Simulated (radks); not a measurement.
Question: Species: Au7+. Configuration: [Xe] 4f14 5d4 (the NIST ground configuration). Calculated with a radial shooting solver on a logarithmic mesh with Libxc functionals: scalar-relativistic Kohn-Sham, PBE, spin-unpolarised, spherical densities, point nucleus. Some entries of the table are withheld. Estimate them.

orbital,occ.,eigenvalue (eV),<1/r> (bohr^-1)
1s,2,-80898.66,95.83
2s,2,-14364.27,22.46
2p,6,-12430.79,19.97
3s,2,-3473.763,8.327
3p,6,-2913.066,7.593
3d,10,(1),7.146
4s,2,(2),3.569
4p,6,-655.2109,3.222
4d,10,(3),2.888
5s,2,-214.0003,(4)
4f,14,-189.6087,2.472
5p,6,-163.2199,1.292
5d,4,(5),1.023

Answer: 
(1) 3d eigenvalue (eV): -2314.924
(2) 4s eigenvalue (eV): -839.0776
(3) 4d eigenvalue (eV): -434.6461
(4) 5s <1/r> (bohr^-1): 1.490
(5) 5d eigenvalue (eV): -103.1172
